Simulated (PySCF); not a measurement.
A GIAO shielding run with PySCF 2.14 (density fitting, non-relativistic, gas phase) on `C#CB1OC[C@H](CCC)O1`, C7H11BO2:

```
$ OMP_NUM_THREADS=1 python probes_run.py task.json out

{"job": {"kind": "nmr", "xc": "B3LYP", "basis": "pcSseg-1", "pop": false}, "charge": 0, "multiplicity": 1}
C      4.328310    -0.828205    -1.628408
C      3.418326    -0.366463    -0.968946
B      2.271146     0.212879    -0.138292
O      2.384194     0.501690     1.188207
C      1.138445     1.009216     1.631583
C      0.208152     0.974698     0.395478
C     -1.009424     0.087820     0.564993
C     -1.888680     0.012416    -0.673804
C     -3.076605    -0.920643    -0.506765
O      1.040619     0.485183    -0.655764
H      5.132998    -1.236424    -2.213620
H      1.278152     2.028158     2.025564
H      0.756336     0.376284     2.449708
H     -0.116593     1.991400     0.113202
H     -0.663588    -0.923870     0.845574
H     -1.593035     0.465767     1.423892
H     -2.242219     1.027646    -0.927223
H     -1.267317    -0.311975    -1.524017
H     -3.694535    -0.953881    -1.416545
H     -3.726221    -0.602845     0.324995
H     -2.748076    -1.950281    -0.292001
```

Hardware: 1 thread of an Arm Neoverse V1, shared host. The job also computes ring-centre shieldings.

Q: How large is the calculation?

A: 74 electrons, 225 basis functions and 1157 auxiliary functions.

Q: How long does it take, and how much memory does it need?

A: 40 s of wall time, with 14 SCF cycles and 5 response iterations; peak memory 1.1 GiB. Times on a shared host scatter by some tens of per cent.

Q: And these other runs on the same molecule and hardware: GIAO shielding at PBE0/pcSseg-1?

A: PBE0/pcSseg-1: 225 functions, 43 s.
